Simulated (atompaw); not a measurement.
## Reading a pseudo-wave (Zr (Z = 40))

Columns: radius, all-electron u(r) and pseudo u(r) of the 4d shell (level -10.00 eV) of zirconium in the configuration [Kr] 4d2 5s1 5p0; PBEsol, scalar-relativistic, PAW (atompaw) scheme, atompaw 4.2.0.5.

| r (bohr) | all-electron | pseudo |
| --- | --- | --- |
| 0.115 | -0.1290 | 0.0011 |
| 0.231 | -0.2966 | 0.0086 |
| 0.346 | -0.2951 | 0.0278 |
| 0.462 | -0.1733 | 0.0627 |
| 0.577 | -0.0057 | 0.1141 |
| 0.692 | 0.1647 | 0.1812 |
| 0.808 | 0.3182 | 0.2612 |
| 0.923 | 0.4440 | 0.3475 |
| 1.038 | 0.5420 | 0.4346 |
| 1.154 | 0.6145 | 0.5167 |
| 1.269 | 0.6635 | 0.5868 |
| 1.385 | 0.6937 | 0.6418 |
| 1.500 | 0.7084 | 0.6786 |
| 1.615 | 0.7111 | 0.6978 |
| 1.731 | 0.7045 | 0.7011 |
| 1.846 | 0.6911 | 0.6918 |
| 1.962 | 0.6724 | 0.6737 |
| 2.077 | 0.6503 | 0.6509 |
| 2.192 | 0.6259 | 0.6259 |
| 2.308 | 0.5996 | 0.5996 |
| 2.423 | 0.5728 | 0.5728 |
| 2.538 | 0.5457 | 0.5457 |
| 2.654 | 0.5183 | 0.5183 |
| 2.769 | 0.4916 | 0.4916 |
| 2.885 | 0.4651 | 0.4651 |
| 3.000 | 0.4395 | 0.4395 |

Problem. How many radial nodes do the two functions have?

Solution. The all-electron 4d function has n − l − 1 = 1; the pseudo-wave has 0, since the states of the same l below it are removed with the core.

Problem. At about which radius was the pseudo-wave matched?

Solution. 2.25 bohr, where the columns begin to agree (steps of 0.12 bohr).

Problem. Is the pseudo-wave norm-conserving?

Solution. No, it belongs to a PAW set: the norm inside the radius is not constrained, and the difference is carried by the augmentation charge.
